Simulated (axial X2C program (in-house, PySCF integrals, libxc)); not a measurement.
The numbers below are computed, except where a source is named.
# CoAs: input and output

Program: an in-house relativistic program for diatomic molecules.

Input file and command:
```json
{
 "zs": [
  33,
  27
 ],
 "q": 0,
 "bas": [
  "dyall-cv3z",
  "dyall-cv3z"
 ],
 "levels": [
  "PBE0",
  "HF",
  "TPSSh"
 ],
 "cc": true,
 "r0": 2.32,
 "thr": -2.0,
 "nmax": 90,
 "npts": 10,
 "nst": 2,
 "ntry": 6
}
```
```bash
python so2c.py task.json out
```

Keys: zs atomic numbers; q charge; bas basis sets; levels methods; cc coupled cluster on or off; r0 starting distance in Å; thr threshold in hartree for freezing inner shells (an s shell follows its p shell); nmax most natural virtual spinors; npts points on the curve; nst determinants followed; ntry starts of the search. HF also brings MP2.

Output of the PBE0 step, two-component, at R = 2.219 Å for the state Ω = 4. It starts from the PBE0 orbitals of the search at 2.219 Å.

```
two-component X2C + atomic mean field  PBE0
basis functions 211  fitting functions 1187  grid points 5801
iter        total energy     max residual
   1      -3652.504012154     1.19e-05
   2      -3652.504012158     2.59e-05
   3      -3652.504012162     7.61e-06
   4      -3652.504012163     6.21e-06
converged
one-electron -5499.43606987  Coulomb 1779.54228431  exact exchange -35.28522393  xc functional -108.60615747  nuclear repulsion 212.48170119  atomic mean-field constant -1.20054638
```
Energies are in hartree; totals compare only within one Hamiltonian and basis.
